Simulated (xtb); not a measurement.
CH6GeOSi, SMILES O1[SiH2][GeH2][CH2]1. All values are semi-empirical tight-binding results from xtb (GFN2-xTB unless named), good for trends rather than for accurate numbers. The structure is a stationary point at GFN2-xTB. The structure was generated by enumeration, and PubChem lists no compound with its InChIKey, so it may never have been made.

Optimised geometry:

```xyz
10

C     -1.4776     0.1262     0.0000
O     -0.8828     1.4356     0.0000
Si     0.7388     1.3403     0.0000
Ge     0.2136    -0.9696     0.0000
H     -2.1224     0.0498     0.8793
H     -2.1224     0.0498    -0.8793
H      1.3114     1.8867    -1.2260
H      1.3114     1.8867     1.2260
H      0.1858    -1.9263     1.1825
H      0.1858    -1.9263    -1.1825
```

For metal compounds this method's bond lengths and energies can be far off.

| Property | Result |
|---|---|
| point group as xtb finds it | Cs |
| orbital gap | 4.11 eV |
| zero-point energy | 37.8 kcal/mol |
| G − E(el) at 298.15 K (modified RRHO) | 18.9 kcal/mol |

Q: Give the atomic charges and the Wiberg bond orders between heavy atoms. (Estimate from the structure and the level; the computed values follow.)

A: charges (e) C1 0.00, O2 -0.40, Si3 0.52, Ge4 0.05, H5 0.02, H6 0.02, H7 -0.07, H8 -0.07, H9 -0.03, H10 -0.03. Bond orders C1–O2 0.96, O2–Si3 1.22, C1–Ge4 0.92, Si3–Ge4 0.68.
